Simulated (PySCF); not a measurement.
# Al+ (aluminium, charge +1) across methods

[Ne] 3s1 3p1, high-spin 3P determinant (an excited configuration). All numbers are calculated (PySCF 2.14, the non-relativistic Hamiltonian (point nucleus), in cc-pV6Z (8s7p5d4f3g2h1i, 144 functions)).

| method | E (hartree) | mean ε 2p β (eV) | mean ε 3s α (eV) | mean ε 3p α (eV) | Σ⟨r²⟩ (bohr²) | ⟨S²⟩ |
| --- | --- | --- | --- | --- | --- | --- |
| LDA | -240.9243 | -79.359 | -16.299 | -10.431 | 19.03 | 2.000 |
| PW91 | -241.9616 | -79.405 | -16.270 | -10.568 | 18.98 | 2.000 |
| PBE | -241.8456 | -79.245 | -16.213 | -10.527 | 19.01 | 2.000 |
| UHF | -241.54544 | -96.916 | -20.671 | -14.205 | 19.23 | 2.000 |
| revPBE | -241.9351 | -79.208 | -16.173 | -10.541 | 19.02 | 2.000 |
| r2SCAN | -241.9602 | -80.935 | -16.484 | -10.723 | 18.92 | 2.000 |

(1) Estimate the same row for PBE0.

Results:

(1) E (hartree) = -241.8707; mean ε 2p β (eV) = -83.956; mean ε 3s α (eV) = -17.435; mean ε 3p α (eV) = -11.528; Σ⟨r²⟩ (bohr²) = 18.99; ⟨S²⟩ = 2.000.
